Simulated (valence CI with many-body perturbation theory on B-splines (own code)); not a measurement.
Ho⁶²⁺: what the settings do

Computed by relativistic CI+MBPT: three valence electrons over a frozen Dirac-Fock core [He], a basis of 6 s, 6 p, 5 d, 3 f, 1 g functions for each j, with the one-electron correlation potential Σ1 (screened to all orders), the two-electron term Σ2, the three-electron term Σ3, Breit, model QED; selected single and double excitations, second order for the rest (own B-spline code, finite nucleus).

The last digits are not significant, and no measured levels were compared; by estimate large intervals hold to a few tenths of a per cent, small ones and those within an open d or f shell to about a per cent.

The reference run has the lowest level (2s^2 2p1/2) J=1/2 and an ionisation energy of 14992.1 eV. Its largest variational space holds 3450 state functions.

Levels are named by their leading jj configuration (3d3/2^4 stands for four electrons in 3d with j = 3/2), which in mixed levels can hold well under half, so a name can repeat and another be missing. Letters in brackets count levels of one name in rising energy.

Changed runs:
A. factor on the speed of light 1 → 10; QED terms on → off; scale of Σ1 1 → 0
B. screening of Σ1 on → off
C. scale of Σ1 1 → 0; averaging of valence orbitals over low configurations on → off
D. start configuration 2s2 2p1 → 2s3 (bad on purpose)

Excitation energies of the reference run in cm⁻¹, and shifts in cm⁻¹:

```tsv
Level	Reference	A	B	C
(2s 2p1/2^2) J=1/2	1849590	-926170	+0.6	+2645
(2s^2 2p3/2) J=3/2	7522220	-7459096	-0.3	-1313
(2s 2p1/2 2p3/2) J=3/2 [a]	8817440	-7870730	+0.2	+1238
(2s 2p1/2 2p3/2) J=5/2	9125810		+0.2	+1243
(2s 2p1/2 2p3/2) J=1/2	9637570		+0.2	+1254
(2s 2p1/2 2p3/2) J=3/2 [b]	9652980	-7982215	+0.2	+1245
(2p1/2^2 2p3/2) J=3/2	11586500		+0.8	+3817
(2s 2p3/2^2) J=5/2	16484200		-0.1	-132
(2s 2p3/2^2) J=1/2	17260400		-0.2	-66
(2s 2p3/2^2) J=3/2	17266900	-15037598	-0.2	-133
(2p1/2 2p3/2^2) J=3/2	18762000		+0.4	+2468
(2p1/2 2p3/2^2) J=5/2	18941100	-15609388	+0.4	+2465
Ionisation energy (eV)	14992.1	-1088.3	-0.0011	-0.49
```

A blank means that the level has no clear partner in that run.

Run D: It gave no result: a shell was given more electrons than it holds. The program said: "a valence shell holds more than 4l+2 electrons".
